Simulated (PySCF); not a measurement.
## C₆ coefficients of unlike pairs at UHF

Calculated with PySCF 2.14 from the dipole response of each species, C₆(A,B) = (3/π) ∫ α_A(iu) α_B(iu) du, in atomic units, from isotropic polarisabilities. For ions this is the dispersion term alone; charge-induced terms of lower order in 1/R come first.

```csv
species,configuration,basis,relativity,α (bohr³),C₆ (like pair)
Cl⁺,[Ne] 3s2 3p4 (3P),aug-cc-pVTZ-DK (6s5p3d2f),spin-free X2C,8.507,40.34
Xe⁺,[Kr] 4d10 5s2 5p5 (2P),"aug-cc-pVTZ-PP with one added diffuse shell each of d, f type with ECP28MDF (6s5p5d3f)",core potential,17.84,151.6
O⁺,[He] 2s2 2p3 (4S),"x2c-TZVPPall with one added diffuse shell each of s, p, d type (6s4p3d1f)",spin-free X2C,2.613,4.909
N,[He] 2s2 2p3 (4S),aug-cc-pVTZ-DK (5s4p3d2f),spin-free X2C,7.106,23.19
```

Question: Estimate C₆ for O⁺ with Xe⁺.

Answer: The integral gives 26.53. The combination rule 2 C_A C_B / (C_A α_B/α_A + C_B α_A/α_B) gives 26.72 and the geometric mean 27.28.

No spin-orbit coupling is included.

The other pairs:

```json
{"pair": "N, Xe⁺", "C₆": "59.27"}
{"pair": "N, Cl⁺", "C₆": "30.51"}
{"pair": "N, O⁺", "C₆": "10.41"}
{"pair": "Xe⁺, Cl⁺", "C₆": "78.02"}
{"pair": "O⁺, Cl⁺", "C₆": "13.83"}
```
